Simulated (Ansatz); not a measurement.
Gas-phase electronic energies from Ansatz, PBE0-D4/def2-TZVP geometries. CCSD(T)/CBS adds triple-zeta CCSD(T) − MP2 to the extrapolated MP2 energy (def2 sets, frozen cores). This one scheme is used for every species. DFT in def2-TZVPP. For Se outer-core shells are correlated without core-valence functions, which leaves a few kJ/mol of doubt a bond. Scalar relativity is left out up to krypton.

Reaction (substitution at a C–C bond): `CC(C)=[Se]` + H–F → `CC(F)=[Se]` + CH₄

`CC(C)=[Se]`:

Cartesian coordinates in Å:
```
C -0.491 -0.980 -0.650
C -0.445 0.392 -0.072
C 0.787 0.720 0.697
Se -1.761 1.549 -0.284
H -1.410 -1.163 -1.201
H 0.368 -1.133 -1.313
H -0.392 -1.724 0.150
H 1.669 0.598 0.057
H 0.766 1.732 1.093
H 0.911 0.008 1.523
```

H–F:

```xyz
2

F     0.319   -0.137   -0.302
H    -0.319    0.137    0.302
```

`CC(F)=[Se]`:

```xyz
7

C    -0.621    0.273    0.164
C     0.702   -0.293   -0.178
F     1.674    0.556    0.143
Se    1.074   -1.842   -0.904
H    -1.420   -0.415   -0.096
H    -0.653    0.497    1.236
H    -0.756    1.223   -0.364
```

CH₄:

Z-matrix (Å, degrees):
```
C
H 1 1.090
H 1 1.090 2 109.5
H 1 1.090 2 109.5 3 -120.0
H 1 1.090 2 109.5 3 120.0
```

| species | r2SCAN energy (Eh) |
| --- | --- |
| `CC(C)=[Se]` | -2519.42195 |
| H–F | -100.44665 |
| `CC(F)=[Se]` | -2579.36825 |
| CH₄ | -40.50087 |

(1) Work out ΔE.

Largest T1 diagnostic among the species: 0.016.

Results:

(1) ΔE = (-2579.36825) + (-40.50087) − (-2519.42195) − (-100.44665) = -0.00052 Eh = -0.3 kcal/mol. CCSD(T)/CBS gives +6.3 kcal/mol.

From PBE to PBE0 (25 % exact exchange), in def2-TZVPP and without D4, ΔE moves by +2.3 kcal/mol. In def2-TZVPP, CCSD(T) changes the Hartree–Fock value by +3.1 kcal/mol (the triples alone add −0.1 kcal/mol) and MP2 by +4.8 kcal/mol.
